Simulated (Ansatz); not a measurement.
Stretching the Be1–Cl3 bond in BeClH (SMILES [BeH][Cl]) (multiplicity 1 held, fragments rigid). Energies count from the point at 1.806 Å.
Geometry at that point (charge 0, multiplicity 1):
```xyz
3

Be     0.000     0.000    -1.335
H      0.000     0.000    -2.658
Cl     0.000     0.000     0.471
```

U- levels take the lowest unrestricted solution at each point, which mixes spins at long bonds. Active spaces are followed from a long bond inwards. Levels need not reach the same state.

Correlated levels freeze the cores.

Run with Ansatz (a program for electronic structure). 

Energies in kcal/mol.

```
R (Å)  U-HF/aug-cc-pV(D+d)Z  U-SCS-MP2/aug-cc-pV(D+d)Z  SC-NEVPT2 on CASSCF(6,4)/aug-cc-pV(D+d)Z  FIC-MRCISD+Q on CASSCF(6,4)/aug-cc-pV(D+d)Z
-----  --------------------  -------------------------  ----------------------------------------  -------------------------------------------
1.445                  55.7                       56.4                                      55.3                                         56.2
1.625                  10.7                       11.1                                      10.5                                         11.1
1.806                   0.0                        0.0                                       0.0                                          0.0
1.986                   5.2                        4.7                                       4.9                                          4.6
2.167                  17.2                       16.2                                      16.5                                         16.1
2.438                  39.3                       37.5                                      37.8                                         37.1
2.709                  61.2                       58.5                                      58.4                                         57.9
3.160                  90.5                       98.0                                      86.1                                         87.2
3.612                 101.7                      120.6                                     109.5                                        108.7
4.153                 105.6                      128.0                                     124.3                                        122.8
4.876                 106.8                      130.2                                     128.8                                        128.0
5.779                 107.1                      130.7                                     130.2                                        129.0
```

Doubts at one or more of the structures used: a spin-contaminated determinant (U-HF/aug-cc-pV(D+d)Z, U-SCS-MP2/aug-cc-pV(D+d)Z); active orbitals that take no part (SC-NEVPT2 on CASSCF(6,4)/aug-cc-pV(D+d)Z, FIC-MRCISD+Q on CASSCF(6,4)/aug-cc-pV(D+d)Z).
